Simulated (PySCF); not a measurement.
Ge(H)(Me)2(OH) (C2H8GeO), SMILES [CH3][GeH]([CH3])[OH].

Coordinates come from a PBE0-D3(BJ)/def2-SVP optimisation. This is a generated structure with no PubChem entry under its InChIKey; it may be hypothetical. Other conformers were not sampled.

The numbers are results of TDDFT-LC-ωPBE/def2-SVPD (PySCF), not measurements.

Vertical excitations.  State labels are in the subgroup Cs.

| state | symmetry | energy (eV) | λ (nm) | f | main pairs |
|---|---|---|---|---|---|
| S1 | A" | 7.45 | 166 | 0.040 | HOMO→LUMO 55 %, HOMO→LUMO+1 27 % |
| S2 | A' | 8.42 | 147 | 0.039 | HOMO−1→LUMO 48 %, HOMO−1→LUMO+1 28 %, HOMO−3→LUMO 8 % |
| S3 | A" | 8.51 | 146 | 0.053 | HOMO→LUMO+1 49 %, HOMO→LUMO 31 % |
| S4 | A' | 9.00 | 138 | 0.039 | HOMO→LUMO+2 39 %, HOMO−1→LUMO+1 30 %, HOMO−1→LUMO 19 % |
| S5 | A" | 9.08 | 137 | 0.000 | HOMO−2→LUMO 30 %, HOMO→LUMO+4 19 %, HOMO−2→LUMO+1 14 %, HOMO→LUMO+5 7 % |
| S6 | A' | 9.21 | 135 | 0.018 | HOMO→LUMO+2 36 %, HOMO−1→LUMO+1 16 %, HOMO−3→LUMO+1 12 %, HOMO−1→LUMO+4 10 % |
| S7 | A" | 9.39 | 132 | 0.123 | HOMO→LUMO+3 76 % |
| S8 | A' | 9.49 | 131 | 0.247 | HOMO−3→LUMO 34 %, HOMO−1→LUMO+3 24 %, HOMO−1→LUMO 9 %, HOMO−3→LUMO+1 8 % |
| S9 | A" | 9.57 | 130 | 0.057 | HOMO−1→LUMO+2 54 %, HOMO−1→LUMO+6 12 % |
| S10 | A" | 9.75 | 127 | 0.079 | HOMO→LUMO+4 46 %, HOMO→LUMO+5 20 %, HOMO−2→LUMO+1 10 % |
| T1 | A" | 7.00 | 177 | 0 | HOMO→LUMO 46 %, HOMO→LUMO+1 28 % |
| T2 | A' | 7.94 | 156 | 0 | HOMO−1→LUMO 35 %, HOMO−1→LUMO+1 29 %, HOMO−3→LUMO 10 %, HOMO−3→LUMO+1 6 % |
| T3 | A" | 8.23 | 151 | 0 | HOMO→LUMO+1 41 %, HOMO→LUMO 29 %, HOMO−1→LUMO+2 6 % |
| T4 | A' | 8.45 | 147 | 0 | HOMO→LUMO+2 22 %, HOMO−1→LUMO+3 21 %, HOMO−1→LUMO+1 10 %, HOMO−1→LUMO+7 6 % |
Triplets are in the Tamm–Dancoff approximation, which puts them higher than full response would, so one can lie above its singlet here.
